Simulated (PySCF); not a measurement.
PySCF input (TPSSh/def2-TZVPD):

```python
from pyscf import gto, scf, dft

mol = gto.M(
    atom='''
    C     1.52204295    0.76409418    0.86245267
    C     0.51721036    0.35322107    0.22065803
    C    -0.50093923   -0.30584376   -0.24178175
    O    -1.42985533   -0.80778308   -0.74058882
    H     2.20895817    1.59343571    0.87673686
    ''',
    basis='def2-tzvpd',
    charge=0,
    spin=1,
    verbose=4,
)

mf = dft.UKS(mol, xc='tpssh').density_fit(auxbasis='def2-universal-jkfit')
mf.grids.level = 3
mf.conv_tol = 1e-9
mf.max_cycle = 100
mf.max_memory = 1500
mf.kernel()
if not mf.converged:
    mf = mf.newton()
    mf.kernel(mf.make_rdm1())
for _ in range(2):
    mo, _, stable, _ = mf.stability(return_status=True)
    if stable:
        break
    mf.kernel(mf.make_rdm1(mo, mf.mo_occ))
mf.analyze()
```

End of the output:

```
Extra cycle  E= -190.089778982961  delta_E= 1.44e-10  |g|= 1.85e-05  |ddm|= 4.7e-05
converged SCF energy = -190.089778982961  <S^2> = 0.76521794  2S+1 = 2.0151605
uhf_internal: lowest eigs of H = [0.04354115 0.16108328 0.2280673 ]
<class 'pyscf.df.df_jk.DFUKS'> wavefunction is stable in the internal stability analysis
**** SCF Summaries ****
Total Energy =                        -190.089778982961462
Nuclear Repulsion Energy =              82.408280131737257
One-electron Energy =                 -419.601025806400116
Two-electron Energy =                  147.102966691701397
Two-electron Coulomb Energy =          172.240011251358936
DFT Exchange-Correlation Energy =      -25.137044559657546
HOMO-LUMO gap [eV] =                     2.187060272952163
**** MO energy ****
                             alpha | beta                alpha | beta
MO #1   energy= -19.1335300663635  | -19.1285419799382  occ= 1 | 1
MO #2   energy= -10.2438305728707  | -10.238781502823   occ= 1 | 1
MO #3   energy= -10.1738189649207  | -10.1635005575407  occ= 1 | 1
MO #4   energy= -10.1511301808718  | -10.1522804670719  occ= 1 | 1
MO #5   energy= -1.10526024968522  | -1.09760001456084  occ= 1 | 1
MO #6   energy= -0.801718135002613 | -0.792408809015949 occ= 1 | 1
MO #7   energy= -0.691628794099945 | -0.673295409929157 occ= 1 | 1
MO #8   energy= -0.519508449581231 | -0.511474979067088 occ= 1 | 1
MO #9   energy= -0.497652117049924 | -0.491206891218621 occ= 1 | 1
MO #10  energy= -0.459752284665376 | -0.448426526843321 occ= 1 | 1
MO #11  energy= -0.450965427501808 | -0.429675021016386 occ= 1 | 1
MO #12  energy= -0.334760788007756 | -0.312684274754112 occ= 1 | 1
MO #13  energy= -0.317443158937429 | -0.296633155455927 occ= 1 | 1
MO #14  energy= -0.190035033353666 | -0.109662050097881 occ= 1 | 0
MO #15  energy= -0.122866126053367 | -0.104464390838461 occ= 0 | 0
MO #16  energy= -0.000324559309028416 | 0.00349456372347134 occ= 0 | 0
MO #17  energy= 0.0210618376883751 | 0.0286285026315269 occ= 0 | 0
MO #18  energy= 0.0426591794309842 | 0.0580424190131889 occ= 0 | 0
MO #19  energy= 0.0612086282443874 | 0.064917658485134  occ= 0 | 0
MO #20  energy= 0.0665889080500255 | 0.0671601491604069 occ= 0 | 0
MO #21  energy= 0.0745289251746909 | 0.0823124091415434 occ= 0 | 0
MO #22  energy= 0.0861409364379925 | 0.0905776745756308 occ= 0 | 0
MO #23  energy= 0.107265397602664  | 0.111887699447255  occ= 0 | 0
MO #24  energy= 0.119104285335533  | 0.134954910085022  occ= 0 | 0
MO #25  energy= 0.143724884021451  | 0.149261331362582  occ= 0 | 0
MO #26  energy= 0.147540942328909  | 0.153265396843814  occ= 0 | 0
MO #27  energy= 0.159059346197695  | 0.167059375023359  occ= 0 | 0
MO #28  energy= 0.167512507147648  | 0.173567545905814  occ= 0 | 0
MO #29  energy= 0.184926504074251  | 0.193115325025136  occ= 0 | 0
MO #30  energy= 0.193197508672329  | 0.197926117482925  occ= 0 | 0
MO #31  energy= 0.222918473794214  | 0.226197438673432  occ= 0 | 0
MO #32  energy= 0.225622125117247  | 0.23070658052838   occ= 0 | 0
MO #33  energy= 0.229199801161982  | 0.234117194394307  occ= 0 | 0
MO #34  energy= 0.23020110470957   | 0.235214195243764  occ= 0 | 0
MO #35  energy= 0.257470885878259  | 0.261139447880264  occ= 0 | 0
MO #36  energy= 0.269967697966296  | 0.277334615188557  occ= 0 | 0
MO #37  energy= 0.283662656327454  | 0.291522014030646  occ= 0 | 0
MO #38  energy= 0.294271851386482  | 0.296174268788077  occ= 0 | 0
MO #39  energy= 0.306635391190698  | 0.314544700471125  occ= 0 | 0
MO #40  energy= 0.338691815731867  | 0.343490161507241  occ= 0 | 0
MO #41  energy= 0.341125786181135  | 0.34358583003759   occ= 0 | 0
MO #42  energy= 0.34865826433713   | 0.351881432099204  occ= 0 | 0
MO #43  energy= 0.373307522556986  | 0.376125581935539  occ= 0 | 0
MO #44  energy= 0.373744204062678  | 0.383007714195385  occ= 0 | 0
MO #45  energy= 0.404929611378769  | 0.414321429759603  occ= 0 | 0
MO #46  energy= 0.425944886180666  | 0.430291505299275  occ= 0 | 0
MO #47  energy= 0.453863942508217  | 0.465252792643146  occ= 0 | 0
MO #48  energy= 0.478317839114336  | 0.481047655361011  occ= 0 | 0
MO #49  energy= 0.509725195497971  | 0.514235371047906  occ= 0 | 0
MO #50  energy= 0.529619130336751  | 0.534379582802266  occ= 0 | 0
MO #51  energy= 0.531234761604873  | 0.53538270806867   occ= 0 | 0
MO #52  energy= 0.543918180632421  | 0.548924141318799  occ= 0 | 0
MO #53  energy= 0.546879637005996  | 0.549936469029998  occ= 0 | 0
MO #54  energy= 0.553345105658606  | 0.556148882395901  occ= 0 | 0
MO #55  energy= 0.582629080000597  | 0.596580714061787  occ= 0 | 0
MO #56  energy= 0.609666280611577  | 0.614371744326921  occ= 0 | 0
MO #57  energy= 0.627175708846883  | 0.627483039102497  occ= 0 | 0
MO #58  energy= 0.638092471694267  | 0.64535293080796   occ= 0 | 0
MO #59  energy= 0.674247717008789  | 0.685462383037627  occ= 0 | 0
MO #60  energy= 0.687269867022314  | 0.698591377354948  occ= 0 | 0
MO #61  energy= 0.718954962929768  | 0.728660891025919  occ= 0 | 0
MO #62  energy= 0.734268464697237  | 0.741808366605914  occ= 0 | 0
MO #63  energy= 0.752273869910903  | 0.759657882553397  occ= 0 | 0
MO #64  energy= 0.779217640409069  | 0.786779791288133  occ= 0 | 0
MO #65  energy= 0.814853216061445  | 0.82288125415472   occ= 0 | 0
MO #66  energy= 0.817688813454601  | 0.836320569429407  occ= 0 | 0
MO #67  energy= 0.822924399242531  | 0.839226790801131  occ= 0 | 0
MO #68  energy= 0.890853935401113  | 0.900815636935648  occ= 0 | 0
MO #69  energy= 0.906020167013218  | 0.906927793579571  occ= 0 | 0
MO #70  energy= 0.918307788734369  | 0.925478112484442  occ= 0 | 0
MO #71  energy= 0.928705404090051  | 0.935862021965095  occ= 0 | 0
MO #72  energy= 0.956488383341295  | 0.966368567639403  occ= 0 | 0
MO #73  energy= 1.05193748362152   | 1.06457112511509   occ= 0 | 0
MO #74  energy= 1.05363256894402   | 1.06520034789274   occ= 0 | 0
MO #75  energy= 1.10965579508346   | 1.12222912638154   occ= 0 | 0
MO #76  energy= 1.19695037261557   | 1.20130248916062   occ= 0 | 0
MO #77  energy= 1.19740384250514   | 1.2039369611747    occ= 0 | 0
MO #78  energy= 1.25644994290625   | 1.27425071390577   occ= 0 | 0
MO #79  energy= 1.37188962115832   | 1.38446658018351   occ= 0 | 0
MO #80  energy= 1.45563408956142   | 1.46469869298315   occ= 0 | 0
MO #81  energy= 1.48708992205095   | 1.49445601761518   occ= 0 | 0
MO #82  energy= 1.5180740078292    | 1.54243461944756   occ= 0 | 0
MO #83  energy= 1.57260976080091   | 1.57977277575708   occ= 0 | 0
MO #84  energy= 1.5749208222364    | 1.58781962750983   occ= 0 | 0
MO #85  energy= 1.66131716696507   | 1.68086655635358   occ= 0 | 0
MO #86  energy= 1.71920335489857   | 1.72996207908415   occ= 0 | 0
MO #87  energy= 1.7425373316082    | 1.75360993322881   occ= 0 | 0
MO #88  energy= 1.79770660432935   | 1.80213445994574   occ= 0 | 0
MO #89  energy= 1.80691458763273   | 1.82280421158808   occ= 0 | 0
MO #90  energy= 1.85085509066748   | 1.863656864762     occ= 0 | 0
MO #91  energy= 1.86174838163591   | 1.86860201092955   occ= 0 | 0
MO #92  energy= 1.88030474321701   | 1.89357436558539   occ= 0 | 0
MO #93  energy= 1.90812258662496   | 1.92085308650089   occ= 0 | 0
MO #94  energy= 1.96704747438742   | 1.98711493055408   occ= 0 | 0
MO #95  energy= 2.02011969259057   | 2.03345620245873   occ= 0 | 0
MO #96  energy= 2.18695701188613   | 2.19630836646255   occ= 0 | 0
MO #97  energy= 2.2206372838121    | 2.23472855205428   occ= 0 | 0
MO #98  energy= 2.27935943561357   | 2.2836953710567    occ= 0 | 0
MO #99  energy= 2.31761023534544   | 2.33175448105126   occ= 0 | 0
MO #100 energy= 2.35996968511941   | 2.37302164994343   occ= 0 | 0
MO #101 energy= 2.447413224775     | 2.46525228951967   occ= 0 | 0
MO #102 energy= 2.46718863816635   | 2.47793716656894   occ= 0 | 0
MO #103 energy= 2.49387346554686   | 2.50923817174822   occ= 0 | 0
MO #104 energy= 2.55419256184904   | 2.57167213745161   occ= 0 | 0
[...]
```

It need not be the lowest isomer of its formula.
